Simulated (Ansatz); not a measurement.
C₂H₅AlO₂S, SMILES `[OH][Al]1[CH2]SC[O]1`, relaxed with RKS PBE-D4/def2-SVP in the Gaussian-basis code of Ansatz from a rough embedded geometry. The force threshold is 0.03 eV/Å; the program also tests the step.

Charge 0, multiplicity 1.

Start:

```xyz
11

O    -1.760    1.006    1.756
Al   -0.111    0.835    0.931
C     0.779   -0.898    0.868
S     1.491   -0.888   -0.803
C     0.223    0.272   -1.522
O     0.149    1.448   -0.773
H    -2.320    0.396    1.159
H     0.125   -1.689    1.064
H     1.646   -0.877    1.562
H     0.570    0.577   -2.568
H    -0.790   -0.182   -1.675
```

Task: By how much does the energy fall, and how many steps does the optimiser take? (Estimate.)

Result: Ansatz gave: 115.21 kJ/mol, in 13 steps, 1 of them rejected.

Task: Which bonds change most? (Best estimate.)

Result: Computed: O1–Al2 from 1.851 to 1.706 Å; Al2–O6 from 1.830 to 1.747 Å; C3–H8 from 1.045 to 1.111 Å; O1–H7 from 1.020 to 0.970 Å.

Task: Give the relaxed structure. (Best estimate.)

Result: Computed: 
```xyz
11

O    -1.596    1.023    2.001
Al   -0.658    0.328    0.755
C     0.756   -1.017    0.815
S     1.713   -0.339   -0.608
C     0.259    0.208   -1.673
O    -0.783    0.763   -0.933
H    -2.204    1.768    1.878
H     0.493   -2.089    0.686
H     1.396   -0.917    1.714
H     0.712    0.946   -2.373
H    -0.088   -0.673   -2.262
```
